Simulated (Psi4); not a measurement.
C₆H₁₃BO₂, charge -1, doublet, geometry from GFN2-xTB (a state made from the parent by changing its charge; the spin is typed, not shown lowest) (a gas-phase anion, which may not be bound at this level); WB97X/STO-3G (Psi4).

Here is a job for Psi4.
```
memory 2 GB

molecule {
-1 2
  C    -1.77443156   -0.03191137    0.91494243
  C    -0.75124689   -0.12720494   -0.24514073
  C    -1.10616191   -1.36493490   -1.08690439
  O    -0.82499265    1.01632732   -1.01685730
  B     0.18583498    2.03053219   -0.44014834
  O     0.96214703    1.20889894    0.59016274
  C     0.71032703   -0.12882250    0.32503890
  C     0.89589233   -0.97174480    1.59721700
  C     1.70044373   -0.64955152   -0.74303435
  H    -2.75186738    0.20851246    0.49704539
  H    -1.47413877    0.77917351    1.57305794
  H    -1.84481081   -0.96412466    1.47529917
  H    -2.16538540   -1.33314379   -1.34204685
  H    -0.53766293   -1.36976965   -2.01263706
  H    -0.90548402   -2.28296741   -0.53323451
  H     0.91172842    2.44031569   -1.35570131
  H     0.36356144   -0.52470063    2.43214634
  H     1.95485054   -1.00741509    1.85289181
  H     0.53831834   -1.99069113    1.44346683
  H     1.52045255   -0.10826009   -1.66767722
  H     2.71640861   -0.43410250   -0.41136552
  H     1.59868284   -1.72227788   -0.90965996
}

set basis sto-3g
set reference uks

energy('wb97x')
print_variables()
```

Question: Write the output that Psi4 gives for this input, abridged.

Answer: 
```
   => Loading Basis Set <=

    Name: STO-3G
    Role: ORBITAL
    Keyword: BASIS

         ---------------------------------------------------------
                                   SCF
               by Justin Turney, Rob Parrish, Andy Simmonett
                          and Daniel G. A. Smith
                              UKS Reference
         ---------------------------------------------------------

  ==> Geometry <==

    Molecular point group: c1
    Full point group: C1

    Geometry (in Angstrom), charge = -1, multiplicity = 2:

       Center              X                  Y                   Z               Mass
    ------------   -----------------  -----------------  -----------------  -----------------
         C           -1.776473882275    -0.112180461919     0.926460765847    12.000000000000
         C           -0.753289212275    -0.207474031919    -0.233622394153    12.000000000000
         C           -1.108204232275    -1.445203991919    -1.075386054153    12.000000000000
         O           -0.827034972275     0.936058228081    -1.005338964153    15.994914619570
         B            0.183792657725     1.950263098081    -0.428630004153    11.009305360000
         O            0.960104707725     1.128629848081     0.601681075847    15.994914619570
         C            0.708284707725    -0.209091591919     0.336557235847    12.000000000000
         C            0.893850007725    -1.052013891919     1.608735335847    12.000000000000
         C            1.698401407725    -0.729820611919    -0.731516014153    12.000000000000
         H           -2.753909702275     0.128243368081     0.508563725847     1.007825032230
         H           -1.476181092275     0.698904418081     1.584576275847     1.007825032230
         H           -1.846853132275    -1.044393751919     1.486817505847     1.007825032230
         H           -2.167427722275    -1.413412881919    -1.330528514153     1.007825032230
         H           -0.539705252275    -1.450038741919    -2.001118724153     1.007825032230
         H           -0.907526342275    -2.363236501919    -0.521716174153     1.007825032230
         H            0.909686097725     2.360046598081    -1.344182974153     1.007825032230
         H            0.361519117725    -0.604969721919     2.443664675847     1.007825032230
         H            1.952808217725    -1.087684181919     1.864410145847     1.007825032230
         H            0.536276017725    -2.070960221919     1.454985165847     1.007825032230
         H            1.518410227725    -0.188529181919    -1.656158884153     1.007825032230
         H            2.714366287725    -0.514371591919    -0.399847184153     1.007825032230
         H            1.596640517725    -1.802546971919    -0.898141624153     1.007825032230

  Running in c1 symmetry.

  Rotational constants: A =      0.06537  B =      0.05929  C =      0.05085 [cm^-1]
  Rotational constants: A =   1959.74777  B =   1777.52866  C =   1524.41421 [MHz]
  Nuclear repulsion =  498.984768508371076

  Charge       = -1
  Multiplicity = 2
  Electrons    = 71
  Nalpha       = 36
  Nbeta        = 35

  ==> Algorithm <==

  SCF Algorithm Type is DF.
  DIIS enabled.
  MOM disabled.
  Fractional occupation disabled.
  Guess Type is SAD.
  Energy threshold   = 1.00e-06
  Density threshold  = 1.00e-06
  Integral threshold = 1.00e-12

  ==> Primary Basis <==

  Basis Set: STO-3G
    Blend: STO-3G
    Number of shells: 40
    Number of basis functions: 58
    Number of Cartesian functions: 58
    Spherical Harmonics?: true
    Max angular momentum: 1

  ==> DFT Potential <==

   => LibXC <=

    Version 7.1.2
    S. Lehtola, C. Steigemann, M. J. T. Oliveira, and M. A. L. Marques,  SoftwareX 7, 1–5 (2018) (10.1016/j.softx.2017.11.002)

   => Composite Functional: WB97X <=

    wB97X Hyb-GGA Exchange-Correlation Functional

    J.-D. Chai and M. Head-Gordon,  J. Chem. Phys. 128, 084106 (2008) (10.1063/1.2834918)

    Deriv               =              1
    GGA                 =           TRUE
    Meta                =          FALSE

    Exchange Hybrid     =           TRUE
    MP2 Hybrid          =          FALSE

   => Exchange-Correlation Functionals <=

    1.0000   wB97X range-separated functional

   => Exact (HF) Exchange <=

    0.8423            HF,LR [omega = 0.3000]
    0.1577               HF

   => LibXC Density Thresholds  <==

    XC_HYB_GGA_XC_WB97X:  1.00E-14

   => Molecular Quadrature <=

    Radial Scheme          =       TREUTLER
    Pruning Scheme         =           NONE
    Nuclear Scheme         =       TREUTLER

    Blocking Scheme        =         OCTREE
    BS radius alpha        =              1
    Pruning alpha          =              1
    Radial Points          =             75
    Spherical Points       =            302
    Total Points           =         454354
    Total Blocks           =           3324
    Max Points             =            256
    Max Functions          =             54
    Weights Tolerance      =       1.00E-15

   => Loading Basis Set <=

    Name: (STO-3G AUX)
    Role: JKFIT
    Keyword: DF_BASIS_SCF

  ==> Integral Setup <==

  SCF_SUBTYPE=INCORE selected. In-core MEM_DF algorithm will be used.
  Using in-core AOs.

  ==> MemDFJK: Density-Fitted J/K Matrices <==

    J tasked:                   Yes
    K tasked:                   Yes
    wK tasked:                  Yes
    Omega:                3.000E-01
    Algorithm:                 Core
    Schwarz Cutoff:           1E-12
    Mask sparsity (%):       1.6052
    Fitting Condition:        1E-10

   => Auxiliary Basis Set <=

  Basis Set: (STO-3G AUX)
    Blend: DEF2-UNIVERSAL-JKFIT
    Number of shells: 303
    Number of basis functions: 913
    Number of Cartesian functions: 1069
    Spherical Harmonics?: true
    Max angular momentum: 4

  Minimum eigenvalue in the overlap matrix is 2.0149702726E-01.
  Reciprocal condition number of the overlap matrix is 7.6427078978E-02.
    Using symmetric orthogonalization.

  ==> Pre-Iterations <==

  SCF Guess: Superposition of Atomic Densities via on-the-fly atomic UHF (no occupation information).

   -------------------------
    Irrep   Nso     Nmo
   -------------------------
     A         58      58
   -------------------------
    Total      58      58
   -------------------------

  ==> Iterations <==

                           Total Energy        Delta E     RMS |[F,P]|

   @DF-UKS iter SAD:  -400.41713442477737   -4.00417e+02   0.00000e+00
   @DF-UKS iter   1:  -406.30093273863167   -5.88380e+00   6.83585e-03 DIIS/ADIIS
   @DF-UKS iter   2:  -406.37561056897090   -7.46778e-02   4.76494e-03 DIIS/ADIIS
   @DF-UKS iter   3:  -406.41777660835777   -4.21660e-02   4.23910e-04 DIIS/ADIIS
   @DF-UKS iter   4:  -406.41832740159140   -5.50793e-04   8.04066e-05 DIIS
   @DF-UKS iter   5:  -406.41835493819315   -2.75366e-05   2.98263e-05 DIIS
   @DF-UKS iter   6:  -406.41836062836541   -5.69017e-06   1.14504e-05 DIIS
   @DF-UKS iter   7:  -406.41836136731098   -7.38946e-07   3.94236e-06 DIIS
   @DF-UKS iter   8:  -406.41836143456959   -6.72586e-08   1.34347e-06 DIIS
   @DF-UKS iter   9:  -406.41836144385940   -9.28981e-09   3.30935e-07 DIIS
  Energy and wave function converged.

  ==> Post-Iterations <==

   Electrons on quadrature grid:
      Nalpha   =   35.9999818090 ; deviation = -1.819e-05
      Nbeta    =   34.9999844290 ; deviation = -1.557e-05
      Ntotal   =   70.9999662380 ; deviation = -3.376e-05

   @Spin Contamination Metric:   1.693956321E-03
   @S^2 Expected:                7.500000000E-01
   @S^2 Observed:                7.516939563E-01
   @S   Expected:                5.000000000E-01
   @S   Observed:                5.000000000E-01

    Orbital Energies [Eh]
    ---------------------

    Alpha Occupied:

[...]
    Alpha Virtual:

[...]
      58A      0.932867

    Beta Occupied:

[...]
    Beta Virtual:

[...]
    Final Occupation by Irrep:
              A
    DOCC [    35 ]
    SOCC [     1 ]
    NA   [    36 ]
    NB   [    35 ]

  @DF-UKS Final Energy:  -406.41836144385940

   => Energetics <=

    Nuclear Repulsion Energy =            498.9847685083710758
    One-Electron Energy =               -1559.9744641800414229
    Two-Electron Energy =                 695.5634641951943422
    DFT Exchange-Correlation Energy =     -40.9921299673834412
    Empirical Dispersion Energy =           0.0000000000000000
    VV10 Nonlocal Energy =                  0.0000000000000000
    Total Energy =                       -406.4183614438593395

  UHF NO Occupations:
  HONO-2 :   34  A 1.9997375
  HONO-1 :   35  A 1.9996341
  HONO-0 :   36  A 1.0000000
  LUNO+0 :   37  A 0.0003659
  LUNO+1 :   38  A 0.0002625
  LUNO+2 :   39  A 0.0001250
  LUNO+3 :   40  A 0.0000747

Computation Completed

Properties will be evaluated at   0.000000,   0.000000,   0.000000 [a0]

Properties computed using the SCF density matrix

 Multipole Moments:

 ------------------------------------------------------------------------------------
     Multipole            Electronic (a.u.)      Nuclear  (a.u.)        Total (a.u.)
 ------------------------------------------------------------------------------------

 L = 1.  Multiply by 2.5417464519 to convert [e a0] to [Debye]
 Dipole X            :         -0.0562103           -0.2701606           -0.3263708
 Dipole Y            :          8.1860104          -10.6180626           -2.4320522
 Dipole Z            :         -0.8552101            1.5236551            0.6684450
 Magnitude           :                                                    2.5432685

 ------------------------------------------------------------------------------------

  Variable Map:
  ----------------------------------------------------------------------------
[...]
  Array Variable Map:
  ----------------------------------------------------------------------------
[...]
[...]
```
